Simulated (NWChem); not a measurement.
System: ZrCl4; SMILES [Zr]([Cl])([Cl])([Cl])[Cl]

Parts of the log:

```
             Northwest Computational Chemistry Package (NWChem) 7.3.0
             --------------------------------------------------------

 D2D symmetry detected

                             Geometry "geometry" -> ""
                             -------------------------

 Output coordinates in angstroms (scale by  1.889725989 to convert to a.u.)

  No.       Tag          Charge          X              Y              Z
 ---- ---------------- ---------- -------------- -------------- --------------
    1 Zr                  40.0000     0.00000000     0.00000000     0.00000000
    2 Cl                  17.0000    -1.34118485     1.34118485    -1.34122900
    3 Cl                  17.0000     1.34118485    -1.34118485    -1.34122900
    4 Cl                  17.0000     1.34118485     1.34118485     1.34122900
    5 Cl                  17.0000    -1.34118485    -1.34118485     1.34122900

 Effective nuclear repulsion energy (a.u.)     861.4932306886

      Symmetry information
      --------------------

 Group name             D2d
 Group number             32
 Group order               8
 No. of unique centers     2

 Summary of "ao basis" -> "ao basis" (spherical)
 ------------------------------------------------------------------------------
       Tag                 Description            Shells   Functions and Types
 ---------------- ------------------------------  ------  ---------------------
 Zr                        def2-svpd                12       34   5s4p2d1f
 Cl                        def2-svpd                11       27   5s4p2d

      Symmetry analysis of basis
      --------------------------

        a1         27
        a2          9
        b1         10
        b2         26
        e          70

            General Information
            -------------------
          SCF calculation type: DFT
          Wavefunction type:  closed shell.
          No. of atoms     :     5
          No. of electrons :    80
           Alpha electrons :    40
            Beta electrons :    40
          Charge           :     0
          Spin multiplicity:     1
          Use of symmetry is: on ; symmetry adaption is: on
          Maximum number of iterations: 150
          AO basis - number of functions:   142
                     number of shells:    56
          Convergence on energy requested:  1.00D-06
          Convergence on density requested:  1.00D-05
          Convergence on gradient requested:  5.00D-04

              XC Information
              --------------
          PerdewBurkeErnzerhof Exchange Functional  1.000
            Perdew 1991 LDA Correlation Functional  1.000 local
           PerdewBurkeErnz. Correlation Functional  1.000 non-local

             Grid Information
             ----------------
          Grid used for XC integration:  medium
          Radial quadrature: Mura-Knowles
          Angular quadrature: Lebedev.
          Tag              B.-S. Rad. Rad. Pts. Rad. Cut. Ang. Pts.
          ---              ---------- --------- --------- ---------
          Zr                  1.55      123          12.0       590
          Cl                  1.00       88          13.0       590
          Grid pruning is: on
          Number of quadrature shells:   211
          Spatial weights used:  Erf1

      Superposition of Atomic Density Guess
      -------------------------------------

 Sum of atomic energies:       -1890.81768829

      Non-variational initial energy
      ------------------------------

 Total energy =   -1884.254211
 1-e energy   =   -3468.972033
 2-e energy   =    1156.949214
 HOMO         =      -0.463094
 LUMO         =      -0.005905

      Symmetry analysis of molecular orbitals - initial
      -------------------------------------------------

  Numbering of irreducible representations:

     1 a1          2 a2          3 b1          4 b2          5 e

  Orbital symmetries:

     1 a1          2 b2          3 e           4 e           5 a1
     6 e           7 e           8 b2          9 a1         10 e
    11 e          12 b2         13 a1         14 b1         15 e
    16 e          17 b2         18 e          19 e          20 a2
    21 a1         22 b2         23 e          24 e          25 a1
    26 e          27 e          28 b2         29 a1         30 a1
    31 b1         32 e          33 e          34 b2         35 b2
    36 e          37 e          38 a2         39 e          40 e
    41 a1         42 b1         43 a1         44 b2         45 e
    46 e          47 b2         48 e          49 e          50 a1

     ---------------------------------------------
      Total Density - Mulliken Population Analysis
     ---------------------------------------------

    Atom       Charge   Shell Charges
 -----------   ------   -------------------------------------------------------
    1 Zr  12     8.75  -0.47  1.58  0.90  0.18  0.07  5.80  0.39 -0.07 -0.36  0.73 -0.06  0.06
    2 Cl  17    17.81   2.00  1.99  1.25  0.70  0.03  5.94  2.23  3.41  0.24  0.01  0.02
    3 Cl  17    17.81   2.00  1.99  1.25  0.70  0.03  5.94  2.23  3.41  0.24  0.01  0.02
    4 Cl  17    17.81   2.00  1.99  1.25  0.70  0.03  5.94  2.23  3.41  0.24  0.01  0.02
    5 Cl  17    17.81   2.00  1.99  1.25  0.70  0.03  5.94  2.23  3.41  0.24  0.01  0.02

   convergence    iter        energy       DeltaE   RMS-Dens  Diis-err
 ---------------- ----- ----------------- --------- --------- ---------
 d= 0,ls=0.0,diis     1  -1886.6184280809 -2.31D+03  3.50D-02  1.67D+00
 d= 0,ls=0.0,diis     2  -1880.6267680997  5.99D+00  2.67D-02  4.75D+01
 d= 0,ls=0.0,diis     3  -1886.8434997441 -6.22D+00  2.48D-03  2.87D-01
 d= 0,ls=0.0,diis     4  -1886.8837143921 -4.02D-02  6.12D-04  6.05D-03
 d= 0,ls=0.0,diis     5  -1886.8844551428 -7.41D-04  1.66D-04  8.91D-04
  Resetting Diis
 d= 0,ls=0.0,diis     6  -1886.8845843133 -1.29D-04  5.04D-05  2.99D-05
 d= 0,ls=0.0,diis     7  -1886.8845885834 -4.27D-06  1.17D-05  2.87D-07
 d= 0,ls=0.0,diis     8  -1886.8845881821  4.01D-07  8.86D-06  2.94D-06

         Total DFT energy =    -1886.884588182096
      One electron energy =    -3472.165966496044
           Coulomb energy =     1275.667836909917
    Exchange-Corr. energy =     -118.155067335156
 Nuclear repulsion energy =      427.768608739188

 Numeric. integr. density =       80.000001584531

                  Occupations of the irreducible representations
                  ----------------------------------------------

                     irrep           alpha         beta
                     --------     --------     --------
                     a1                8.0          8.0
                     a2                2.0          2.0
                     b1                2.0          2.0
                     b2                8.0          8.0
                     e                20.0         20.0

                       DFT Final Molecular Orbital Analysis
                       ------------------------------------

 Vector   38  Occ=2.000000D+00  E=-3.103903D-01  Symmetry=a2
              MO Center= -2.1D-09, -8.9D-11, -3.6D-14, r^2= 6.4D+00
   Bfn.  Coefficient  Atom+Function         Bfn.  Coefficient  Atom+Function
  ----- ------------  ---------------      ----- ------------  ---------------
    46      0.221041  2 Cl px                47      0.221041  2 Cl py
    73     -0.221041  3 Cl px                74     -0.221041  3 Cl py
   100      0.221041  4 Cl px               101     -0.221041  4 Cl py
   127     -0.221041  5 Cl px               128      0.221041  5 Cl py
    43      0.174610  2 Cl px                44      0.174610  2 Cl py

 Vector   39  Occ=2.000000D+00  E=-3.103897D-01  Symmetry=e
              MO Center=  2.0D-10,  6.7D-10, -3.6D-01, r^2= 6.3D+00
   Bfn.  Coefficient  Atom+Function         Bfn.  Coefficient  Atom+Function
  ----- ------------  ---------------      ----- ------------  ---------------
    48      0.275623  2 Cl pz                75     -0.275623  3 Cl pz
    45      0.217726  2 Cl pz                72     -0.217726  3 Cl pz
    47      0.211556  2 Cl py                74      0.211556  3 Cl py
   101     -0.211550  4 Cl py               128     -0.211550  5 Cl py
    44      0.167118  2 Cl py                71      0.167118  3 Cl py

 Vector   40  Occ=2.000000D+00  E=-3.103897D-01  Symmetry=e
              MO Center=  1.9D-09, -5.8D-10,  3.6D-01, r^2= 6.3D+00
   Bfn.  Coefficient  Atom+Function         Bfn.  Coefficient  Atom+Function
  ----- ------------  ---------------      ----- ------------  ---------------
   102      0.275623  4 Cl pz               129     -0.275623  5 Cl pz
    99      0.217726  4 Cl pz               126     -0.217726  5 Cl pz
    46      0.211550  2 Cl px                73      0.211550  3 Cl px
   100     -0.211556  4 Cl px               127     -0.211556  5 Cl px
    43      0.167112  2 Cl px                70      0.167112  3 Cl px

 Vector   41  Occ=0.000000D+00  E=-1.331054D-01  Symmetry=b1
              MO Center= -1.1D-13, -1.1D-13,  2.5D-14, r^2= 3.0D+00
   Bfn.  Coefficient  Atom+Function         Bfn.  Coefficient  Atom+Function
  ----- ------------  ---------------      ----- ------------  ---------------
    22      0.860056  1 Zr d  2              27      0.124075  1 Zr d  2
    46      0.120368  2 Cl px                47      0.120368  2 Cl py
    73     -0.120368  3 Cl px                74     -0.120368  3 Cl py
   100     -0.120368  4 Cl px               101      0.120368  4 Cl py
   127      0.120368  5 Cl px               128     -0.120368  5 Cl py

 Vector   42  Occ=0.000000D+00  E=-1.331042D-01  Symmetry=a1
              MO Center= -1.0D-14, -4.0D-14,  2.9D-14, r^2= 3.0D+00
   Bfn.  Coefficient  Atom+Function         Bfn.  Coefficient  Atom+Function
  ----- ------------  ---------------      ----- ------------  ---------------
    20      0.860056  1 Zr d  0              48      0.138989  2 Cl pz
    75      0.138989  3 Cl pz               102     -0.138989  4 Cl pz
   129     -0.138989  5 Cl pz                25      0.124074  1 Zr d  0
    45      0.101189  2 Cl pz                72      0.101189  3 Cl pz
    99     -0.101189  4 Cl pz               126     -0.101189  5 Cl pz

 Vector   43  Occ=0.000000D+00  E=-9.951634D-02  Symmetry=b2
              MO Center=  4.8D-12, -1.4D-10,  1.2D-14, r^2= 3.6D+00
   Bfn.  Coefficient  Atom+Function         Bfn.  Coefficient  Atom+Function
  ----- ------------  ---------------      ----- ------------  ---------------
    18      0.806161  1 Zr d -2              48      0.196855  2 Cl pz
    75      0.196855  3 Cl pz               102      0.196855  4 Cl pz
   129      0.196855  5 Cl pz                23      0.190381  1 Zr d -2
     8      0.188886  1 Zr pz                45      0.124854  2 Cl pz
    72      0.124854  3 Cl pz                99      0.124854  4 Cl pz

     ---------------------------------------------
      Total Density - Mulliken Population Analysis
     ---------------------------------------------

    Atom       Charge   Shell Charges
 -----------   ------   -------------------------------------------------------
    1 Zr  12    10.00  -0.49  1.66  0.85  0.19  0.03  5.86  0.46 -0.12 -0.38  1.86 -0.01  0.09
    2 Cl  17    17.50   2.00  1.98  1.30  0.67  0.04  5.93  2.16  3.12  0.27  0.01  0.03
    3 Cl  17    17.50   2.00  1.98  1.30  0.67  0.04  5.93  2.16  3.12  0.27  0.01  0.03
    4 Cl  17    17.50   2.00  1.98  1.30  0.67  0.04  5.93  2.16  3.12  0.27  0.01  0.03
    5 Cl  17    17.50   2.00  1.98  1.30  0.67  0.04  5.93  2.16  3.12  0.27  0.01  0.03

     -------------------------------------------
      Total Density - Lowdin Population Analysis
     -------------------------------------------

    Atom       Charge   Shell Charges
 -----------   ------   -------------------------------------------------------
    1 Zr  12    11.89   0.00  0.90  0.84  0.19  0.08  5.26  0.86  0.18  0.47  1.71  1.20  0.20
    2 Cl  17    17.03   2.00  1.96  1.00  0.63  0.14  5.82  2.26  2.74  0.36  0.01  0.11
    3 Cl  17    17.03   2.00  1.96  1.00  0.63  0.14  5.82  2.26  2.74  0.36  0.01  0.11
    4 Cl  17    17.03   2.00  1.96  1.00  0.63  0.14  5.82  2.26  2.74  0.36  0.01  0.11
    5 Cl  17    17.03   2.00  1.96  1.00  0.63  0.14  5.82  2.26  2.74  0.36  0.01  0.11

     Multipole analysis of the density
     ---------------------------------

     L   x y z        total         alpha         beta         nuclear
     -   - - -        -----         -----         ----         -------
     0   0 0 0     -0.000000    -40.000000    -40.000000     80.000000

     1   1 0 0     -0.000000     -0.000000     -0.000000      0.000000
     1   0 1 0      0.000000      0.000000      0.000000     -0.000000
     1   0 0 1     -0.000000     -0.000000     -0.000000      0.000000

     2   2 0 0    -56.137534   -246.469386   -246.469386    436.801237
     2   1 1 0     -0.000000     -0.000000     -0.000000     -0.000000
     2   1 0 1     -0.000000     -0.000000     -0.000000      0.000000
     2   0 2 0    -56.137534   -246.469386   -246.469386    436.801237
     2   0 1 1      0.000000      0.000000      0.000000     -0.000000
     2   0 0 2    -56.137723   -246.483860   -246.483860    436.829998

            General Information
            -------------------
          SCF calculation type: DFT
          Wavefunction type:  closed shell.
          No. of atoms     :     5
          No. of electrons :    80
           Alpha electrons :    40
            Beta electrons :    40
          Charge           :     0
          Spin multiplicity:     1
          Use of symmetry is: on ; symmetry adaption is: on
          Maximum number of iterations: 150
          AO basis - number of functions:   142
                     number of shells:    56
          Convergence on energy requested:  1.00D-06
          Convergence on density requested:  1.00D-05
          Convergence on gradient requested:  5.00D-04

              XC Information
              --------------
          PerdewBurkeErnzerhof Exchange Functional  1.000
            Perdew 1991 LDA Correlation Functional  1.000 local
           PerdewBurkeErnz. Correlation Functional  1.000 non-local

             Grid Information
             ----------------
          Grid used for XC integration:  medium
          Radial quadrature: Mura-Knowles
          Angular quadrature: Lebedev.
          Tag              B.-S. Rad. Rad. Pts. Rad. Cut. Ang. Pts.
          ---              ---------- --------- --------- ---------
          Zr                  1.55      123          12.0       590
          Cl                  1.00       88          13.0       590
          Grid pruning is: on
          Number of quadrature shells:   211
          Spatial weights used:  Erf1

          Convergence Information
          -----------------------
          Convergence aids based upon iterative change in
          total energy or number of iterations.
          Levelshifting, if invoked, occurs when the
          HOMO/LUMO gap drops below (HL_TOL):  1.00D-02
          DIIS, if invoked, will attempt to extrapolate
          using up to (NFOCK): 10 stored Fock matrices.

                    Damping( 0%)  Levelshifting(0.5)       DIIS
                  --------------- ------------------- ---------------
          dE  on:    start            ASAP                start
          dE off:    2 iters        150 iters           150 iters

[...]

                         DFT ENERGY GRADIENTS

    atom               coordinates                        gradient
                 x          y          z           x          y          z
   1 Zr      0.000000   0.000000   0.000000    0.000000   0.000000   0.000000
   2 Cl     -2.534472   2.534472  -2.534555    0.003179  -0.003179   0.003178
   3 Cl      2.534472  -2.534472  -2.534555   -0.003179   0.003179   0.003178
   4 Cl      2.534472   2.534472   2.534555   -0.003179  -0.003179  -0.003178
   5 Cl     -2.534472  -2.534472   2.534555    0.003179   0.003179  -0.003178
```

Level: PBE/def2-SVPD with def2 effective core potentials on Zr. All runs use the structure optimised with PBE0/def2-SVP. No frequency run checked for a minimum. def2 effective core potentials on Zr; no spin-orbit coupling.

**Question.** Reconstruct the input file.

**Answer.** Several could match; the one computed here: the input that was run:
```
start job
memory heap 200 mb stack 900 mb global 1100 mb
geometry units angstroms noautoz
  Zr     0.000000     0.000000     0.000000
  Cl    -1.540434     1.106624    -1.341229
  Cl     1.540434    -1.106624    -1.341229
  Cl     1.106624     1.540434     1.341229
  Cl    -1.106624    -1.540434     1.341229
end
basis spherical
  * library def2-svpd
end
ecp
  Zr library def2-ecp
end
dft
  xc xpbe96 cpbe96
  iterations 150
  mulliken
end
task dft gradient
```
